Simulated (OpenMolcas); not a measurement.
## BeC⁻ at 1.692 Å: OpenMolcas input and output

Input (each module block was a call of its own in one work directory; start orbitals came from a preliminary run):

```
&GATEWAY
Coord
2
angstrom
C 0.0 0.0 0.0
Be 0.0 0.0 1.6920
Basis=ANO-RCC-VTZP
Group=XY
RX2C
AMFI
ANGMom
0.0 0.0 0.0
RICD
&SEWARD
&GUESSORB
* RASSCF and CASPT2 blocks for each multiplicity and irrep, as for the first:
&RASSCF
FileOrb=$CurrDir/o22.orb
Symmetry=2
Spin=2
nActEl=7 0 0
Inactive=2 0
RAS2=4 4
CIRoot=8 8 1
Linear
Iterations=120 100
OrbListing=Nothing
PRWF=0.15
>>COPY $Project.RasOrb $CurrDir/o22.orb
>>COPY $Project.rasscf.h5 $CurrDir/r22.h5
&CASPT2
XMultistate=all
Imaginary=0.2
IPEA=0.25
MaxIter=40
>>COPY $Project.JobMix JOB001
&RASSI
Nr of JobIphs=4 8 6 7 2
1 2 3 4 5 6 7 8
1 2 3 4 5 6
1 2 3 4 5 6 7
1 2
SpinOrbit
EJob
Omega
MEES
MESO
Properties=4
'AngMom' 3 'Mltpl  1' 1 'Mltpl  1' 2 'Mltpl  1' 3
Thrs=1.0d-4
>>COPY $Project.rassi.h5 $CurrDir/so.h5
```

```bash
pymolcas m.inp
```

C2 symmetry about the axis (a holds Σ, Δ, Γ; b holds Π, Φ, H; Σ⁺ and Σ⁻ are not told apart); roots by multiplicity and irrep: 2b 8, 4b 6, 2a 7, 6b 2.

RASSI part of the output, in excerpt:

```
SPIN-FREE ENERGIES:
  (Shifted by EMIN (a.u.) =        -52.5075198870)
 SF State       Relative EMIN(au)   Rel lowest level(eV)    D:o, cm**(-1)      Abs_M
     1             0.0000000000        0.0000000000              0.0000         1.0
     2             0.0000000000        0.0000000000              0.0000         1.0
    15             0.0176112645        0.4792269212           3865.2258         0.0
     9             0.0178284468        0.4851367528           3912.8918         1.0
    10             0.0178284486        0.4851368004           3912.8922         1.0
    16             0.0266938350        0.7263762535           5858.6196         2.0
    17             0.0267854022        0.7288679250           5878.7163         2.0
    18             0.0395500061        1.0762104929           8680.2230         0.0
     4             0.0562092902        1.5295327066          12336.5132         1.0
     3             0.0562092902        1.5295327066          12336.5132         1.0
     5             0.0633102361        1.7227592885          13894.9907         1.0
     6             0.0633102361        1.7227592885          13894.9907         1.0
    19             0.0661129108        1.7990239526          14510.1067         0.0
    22             0.0852690627        2.3202894007          18714.3961         1.0
    23             0.0852690693        2.3202895796          18714.3976         1.0
    11             0.0999552650        2.7199213226          21937.6449         1.0
    12             0.0999552733        2.7199215491          21937.6468         1.0
    20             0.1025943497        2.7917344769          22516.8571         2.0
    21             0.1027013822        2.7946469797          22540.3480         2.0
     8             0.1166852205        3.1751666046          25609.4458         1.0
     7             0.1166852205        3.1751666046          25609.4458         1.0
    13             0.1405367329        3.8241993215          30844.2477         1.0
    14             0.1405367575        3.8241999898          30844.2530         1.0
++ Dipole transition strengths (spin-free states):
     for osc. strength at least  1.00000000E-05
      From   To        Osc. strength     Einstein coefficients Ax, Ay, Az (sec-1)    Total A (sec-1)
         1   15       1.78881398E-03  7.44496345E+03  1.03811696E+04  0.00000000E+00  1.78261331E+04
         1   16       1.05830597E-03  2.10067036E+04  3.22277508E+03  0.00000000E+00  2.42294787E+04
         1   17       1.06016098E-03  3.25963802E+03  2.11791149E+04  0.00000000E+00  2.44387530E+04
         1   18       1.82827040E-03  5.35382150E+04  3.83467430E+04  0.00000000E+00  9.18849579E+04
         1    4       3.84777437E-04  0.00000000E+00  0.00000000E+00  3.90603997E+04  3.90603997E+04
         1    3       7.74710052E-04  0.00000000E+00  0.00000000E+00  7.86441235E+04  7.86441235E+04
         1    5       1.05110434E-04  0.00000000E+00  0.00000000E+00  1.35364437E+04  1.35364437E+04
         1    6       7.53860529E-05  0.00000000E+00  0.00000000E+00  9.70844678E+03  9.70844678E+03
         1   19       8.66342292E-03  7.08574238E+05  5.08096201E+05  0.00000000E+00  1.21667044E+06
         1   20       7.80020048E-04  2.17733012E+05  4.60601507E+04  0.00000000E+00  2.63793162E+05
         1   21       7.85293387E-04  4.57224114E+04  2.20408549E+05  0.00000000E+00  2.66130960E+05
         1    8       6.62968569E-02  0.00000000E+00  0.00000000E+00  2.90025060E+07  2.90025060E+07
         1    7       6.49636247E-05  0.00000000E+00  0.00000000E+00  2.84192645E+04  2.84192645E+04
         2   15       1.78880215E-03  1.03812473E+04  7.44476785E+03  0.00000000E+00  1.78260151E+04
         2   16       1.05818804E-03  3.22183027E+03  2.10049486E+04  0.00000000E+00  2.42267788E+04
         2   17       1.06012593E-03  2.11788798E+04  3.25906516E+03  0.00000000E+00  2.44379450E+04
         2   18       1.82847866E-03  3.83562072E+04  5.35392174E+04  0.00000000E+00  9.18954246E+04
         2    4       7.74710094E-04  0.00000000E+00  0.00000000E+00  7.86441278E+04  7.86441278E+04
         2    3       3.84777404E-04  0.00000000E+00  0.00000000E+00  3.90603963E+04  3.90603963E+04
         2    5       7.53860539E-05  0.00000000E+00  0.00000000E+00  9.70844691E+03  9.70844691E+03
         2    6       1.05110434E-04  0.00000000E+00  0.00000000E+00  1.35364436E+04  1.35364436E+04
         2   19       8.66203385E-03  5.07903356E+05  7.08572006E+05  0.00000000E+00  1.21647536E+06
         2   20       7.80278164E-04  4.62258982E+04  2.17654556E+05  0.00000000E+00  2.63880454E+05
         2   21       7.85070021E-04  2.20450195E+05  4.56050682E+04  0.00000000E+00  2.66055263E+05
         2    8       6.49636554E-05  0.00000000E+00  0.00000000E+00  2.84192779E+04  2.84192779E+04
         2    7       6.62968571E-02  0.00000000E+00  0.00000000E+00  2.90025060E+07  2.90025060E+07
        15    5       9.32725308E-03  2.39104154E+02  6.25621331E+05  0.00000000E+00  6.25860435E+05
        15    6       9.32720648E-03  6.25618356E+05  2.38951953E+02  0.00000000E+00  6.25857308E+05
        15    8       3.30169548E-02  4.66868797E+06  5.74409718E+06  0.00000000E+00  1.04127851E+07
        15    7       3.30180546E-02  5.74415421E+06  4.66897779E+06  0.00000000E+00  1.04131320E+07
         9   12       1.75476299E-03  0.00000000E+00  0.00000000E+00  3.80276451E+05  3.80276451E+05
         9   14       3.50829528E-05  0.00000000E+00  0.00000000E+00  1.69728579E+04  1.69728579E+04
        10   11       1.75476613E-03  0.00000000E+00  0.00000000E+00  3.80277038E+05  3.80277038E+05
        10   13       3.50804536E-05  0.00000000E+00  0.00000000E+00  1.69716416E+04  1.69716416E+04
        16    4       3.19083932E-05  7.37133953E+01  8.19416839E+02  0.00000000E+00  8.93130234E+02
        16    3       3.19172652E-05  8.19631072E+02  7.37474932E+01  0.00000000E+00  8.93378565E+02
        16    5       2.09094329E-03  7.95193890E+04  1.05556487E+04  0.00000000E+00  9.00750377E+04
        16    6       2.09091185E-03  1.05569204E+04  7.95167628E+04  0.00000000E+00  9.00736832E+04
        16   20       1.86793381E-02  0.00000000E+00  0.00000000E+00  3.45749697E+06  3.45749697E+06
        16   21       1.99042132E-02  0.00000000E+00  0.00000000E+00  3.69461623E+06  3.69461623E+06
        16    8       1.40609639E-02  3.09048900E+06  5.68219867E+05  0.00000000E+00  3.65870887E+06
        16    7       1.40603083E-02  5.68142482E+05  3.09039580E+06  0.00000000E+00  3.65853829E+06
        17    4       3.08975618E-05  7.92728732E+02  6.67501506E+01  0.00000000E+00  8.59478882E+02
        17    3       3.09052058E-05  6.70127579E+01  7.92678759E+02  0.00000000E+00  8.59691517E+02
        17    5       2.08789029E-03  1.05085015E+04  7.89857328E+04  0.00000000E+00  8.94942344E+04
        17    6       2.08778069E-03  7.89849307E+04  1.05046061E+04  0.00000000E+00  8.94895367E+04
        17   20       1.97986078E-02  0.00000000E+00  0.00000000E+00  3.65583402E+06  3.65583402E+06
        17   21       1.84432267E-02  0.00000000E+00  0.00000000E+00  3.41518468E+06  3.41518468E+06
        17    8       1.40719907E-02  5.65920455E+05  3.08821002E+06  0.00000000E+00  3.65413048E+06
        17    7       1.40710310E-02  3.08804405E+06  5.65837208E+05  0.00000000E+00  3.65388126E+06
        18    4       7.31564577E-04  4.24454690E+01  6.48098772E+03  0.00000000E+00  6.52343319E+03
        18    3       7.31559384E-04  6.48094343E+03  4.24434597E+01  0.00000000E+00  6.52338689E+03
        18    5       1.10486768E-03  2.00275860E+04  1.35544463E+01  0.00000000E+00  2.00411405E+04
        18    6       1.10493488E-03  1.36037985E+01  2.00287556E+04  0.00000000E+00  2.00423594E+04
        18    8       9.98531836E-03  1.05298547E+06  8.55892567E+05  0.00000000E+00  1.90887804E+06
        18    7       9.98672158E-03  8.56119136E+05  1.05302715E+06  0.00000000E+00  1.90914629E+06
         4    5       1.04101996E-05  0.00000000E+00  0.00000000E+00  1.68656214E+01  1.68656214E+01
         4    6       1.12219379E-03  0.00000000E+00  0.00000000E+00  1.81807232E+03  1.81807232E+03
         4   19       1.62280953E-03  4.18085929E+01  5.07225853E+03  0.00000000E+00  5.11406712E+03
         4   20       2.82604191E-03  1.45580149E+05  4.97843811E+04  0.00000000E+00  1.95364530E+05
         4   21       2.83300416E-03  5.01821152E+04  1.46568578E+05  0.00000000E+00  1.96750694E+05
         4    8       5.40422194E-03  0.00000000E+00  0.00000000E+00  6.35051835E+05  6.35051835E+05
         4    7       9.40415817E-03  0.00000000E+00  0.00000000E+00  1.10508561E+06  1.10508561E+06
         3    5       1.12219381E-03  0.00000000E+00  0.00000000E+00  1.81807234E+03  1.81807234E+03
         3    6       1.04101987E-05  0.00000000E+00  0.00000000E+00  1.68656200E+01  1.68656200E+01
         3   19       1.62271200E-03  5.07190623E+03  4.18535473E+01  0.00000000E+00  5.11375978E+03
         3   20       2.82514453E-03  4.97879281E+04  1.45514566E+05  0.00000000E+00  1.95302494E+05
         3   21       2.83319899E-03  1.46565806E+05  5.01984186E+04  0.00000000E+00  1.96764224E+05
         3    8       9.40415786E-03  0.00000000E+00  0.00000000E+00  1.10508557E+06  1.10508557E+06
         3    7       5.40422170E-03  0.00000000E+00  0.00000000E+00  6.35051807E+05  6.35051807E+05
         5   19       3.60420169E-05  9.09611147E+00  2.00757490E-04  0.00000000E+00  9.09631223E+00
         5   20       1.63578892E-04  1.53092266E+03  6.58003363E+03  0.00000000E+00  8.11095629E+03
         5   21       1.62522202E-04  6.61665783E+03  1.48587531E+03  0.00000000E+00  8.10253314E+03
         5    8       9.55236365E-04  0.00000000E+00  0.00000000E+00  8.74374035E+04  8.74374035E+04
         5    7       9.01437155E-04  0.00000000E+00  0.00000000E+00  8.25129016E+04  8.25129016E+04
         6   19       3.60412451E-05  2.01968665E-04  9.09591548E+00  0.00000000E+00  9.09611745E+00
         6   20       1.63474453E-04  6.57309568E+03  1.53268210E+03  0.00000000E+00  8.10577778E+03
         6   21       1.62409325E-04  1.48705618E+03  6.60984948E+03  0.00000000E+00  8.09690566E+03
         6    8       9.01437102E-04  0.00000000E+00  0.00000000E+00  8.25128968E+04  8.25128968E+04
         6    7       9.55236296E-04  0.00000000E+00  0.00000000E+00  8.74373972E+04  8.74373972E+04
        19    8       2.53966871E-05  1.16882467E+03  9.18132462E+02  0.00000000E+00  2.08695713E+03
        19    7       2.54294712E-05  9.20549480E+02  1.16910167E+03  0.00000000E+00  2.08965115E+03
        11   13       1.45440850E-03  0.00000000E+00  0.00000000E+00  7.69578261E+04  7.69578261E+04
        12   14       1.45440001E-03  0.00000000E+00  0.00000000E+00  7.69574385E+04  7.69574385E+04
        20    8       5.10300345E-04  2.77220498E+03  4.83255368E+02  0.00000000E+00  3.25546035E+03
        20    7       5.09796172E-04  4.85071500E+02  2.76717248E+03  0.00000000E+00  3.25224398E+03
        21    8       5.03924086E-04  4.80049951E+02  2.68608036E+03  0.00000000E+00  3.16613031E+03
        21    7       5.03449181E-04  2.68349269E+03  4.79653823E+02  0.00000000E+00  3.16314651E+03
 Electric-quadrupole - electric-quadrupole not included
 Electric-dipole - electric-octupole not included
 Electric-dipole - magnetic-quadrupole not included
   Eigenvalues of complex Hamiltonian:
  (Shifted by EMIN (a.u.) =        -52.5075198870)
 SO State       Relative EMIN(au)   Rel lowest level(eV)    D:o, cm**(-1)      Omega
     1            -0.0000279520        0.0000000000              0.0000         1.5
     2            -0.0000279520        0.0000000000              0.0000         1.5
     3             0.0000277991        0.0015170642             12.2359         0.5
     4             0.0000277991        0.0015170642             12.2359         0.5
     5             0.0176109975        0.4799802666           3871.3019         0.5
     6             0.0176109975        0.4799802666           3871.3019         0.5
     7             0.0177976755        0.4850600359           3912.2730         2.5
     8             0.0177976755        0.4850600359           3912.2730         2.5
     9             0.0178181594        0.4856174297           3916.7687         1.5
    10             0.0178181594        0.4856174297           3916.7687         1.5
    11             0.0178386281        0.4861744112           3921.2611         0.5
    12             0.0178386281        0.4861744112           3921.2611         0.5
    13             0.0178590663        0.4867305632           3925.7467         0.5
    14             0.0178590663        0.4867305632           3925.7467         0.5
    15             0.0266937846        0.7271354958           5864.7433         2.1
    16             0.0266937846        0.7271354958           5864.7433         2.1
    17             0.0267857283        0.7296374116           5884.9226         2.0
    18             0.0267857283        0.7296374116           5884.9226         2.0
    19             0.0395500681        1.0769727910           8686.3714         0.5
    20             0.0395500681        1.0769727910           8686.3714         0.5
    21             0.0561936153        1.5298667841          12339.2078         0.5
    22             0.0561936153        1.5298667841          12339.2078         0.5
    23             0.0562249548        1.5307195751          12346.0860         1.5
    24             0.0562249548        1.5307195751          12346.0860         1.5
    25             0.0632706156        1.7224417717          13892.4298         0.5
    26             0.0632706156        1.7224417717          13892.4298         0.5
    27             0.0633498912        1.7245989702          13909.8288         1.5
    28             0.0633498912        1.7245989702          13909.8288         1.5
    29             0.0661130119        1.7997873148          14516.2637         0.5
    30             0.0661130119        1.7997873148
```

Only roots inside an energy window near the equilibrium distance were included, so the list of states is not complete; labels number the states computed. Each spin and symmetry block has orbitals of its own, averaged over its own roots, so gaps between blocks are less sure than gaps within one and near the minimum can be off by tenths of an eV, in bad cases by more. No Rydberg orbitals are active, so Rydberg states, and σ→σ* states whose orbital the CASSCF left unused, can be missing between those listed. CASPT2 splits the two components of degenerate states numerically, here by up to 23 cm⁻¹. For an anion, states above the electron-detachment threshold (often below 1 to 3 eV) are held by the basis set and are not bound levels. No roots were computed in blocks 4a, 6a (none fell in the window or the block failed), so states of that kind are missing and can lie low or lowest.
